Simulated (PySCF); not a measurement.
C₁₀H₁₀.
Atom-mapped SMILES: `[CH3:1][C:2]#[C:3][C@H:4]1[C@H:5]2[CH:6]=[CH:7][C@@H:8]1[CH:9]=[CH:10]2` (hydrogens: H11, H12, H13 on C1; H14 on C4; H15 on C5; H16 on C6; H17 on C7; H18 on C8; H19 on C9; H20 on C10)

Geometry (PBE0-D3(BJ)/def2-SVP, Å), atoms numbered from 1 in this order:
```
atom  x, y, z in Å
C1     3.4219    1.5064   -0.2789
C2     2.1239    0.8565   -0.3590
C3     1.0399    0.3159   -0.4174
C4    -0.2523   -0.3427   -0.5293
C5    -0.5593   -1.4726    0.5066
C6    -0.6362   -0.6170    1.7765
C7    -1.1991    0.5442    1.4342
C8    -1.5029    0.4736   -0.0669
C9    -2.5585   -0.6163   -0.2725
C10   -1.9945   -1.7790    0.0700
H11    3.6466    1.8226    0.7519
H12    4.2277    0.8300   -0.6049
H13    3.4594    2.4019   -0.9190
H14   -0.3888   -0.7119   -1.5586
H15    0.1365   -2.3202    0.5334
H16   -0.3225   -0.9465    2.7670
H17   -1.4527    1.3850    2.0799
H18   -1.6822    1.4308   -0.5717
H19   -3.5846   -0.4354   -0.5941
H20   -2.4536   -2.7677    0.0928
```

Jobs on this species (20 atoms, 70 electrons) with PySCF (density fitting). Hardware of each: an x86-64 server with one thread, no GPU (shared host). Other jobs ran on the host; a repeat could differ by tens of per cent or more.

| level and settings | work | basis functions | SCF cycles | wall time |
| --- | --- | --- | --- | --- |
| PBE0/pcSseg-1, IEF-PCM chloroform | shieldings, ring-centre shieldings | 220 | ? | ? |
| PBE0-D3(BJ)/def2-SVP, grid level 1 | geometry optimisation from a GFN2-xTB start | 190 | 35 | 2.0 min |
| PBE0/pcSseg-1, IEF-PCM acetonitrile | shieldings, ring-centre shieldings, charges and field gradients | 220 | 14 | 62 s |

Q: Fill in the missing figures.

A: 
- PBE0/pcSseg-1, IEF-PCM chloroform; shieldings, ring-centre shieldings: 58 s, 14 SCF cycles

Q: What do all jobs in the table cost together?

A: About 4.0 min; the longest takes about 50 % of that, and about 2.1 times as long as the shortest.
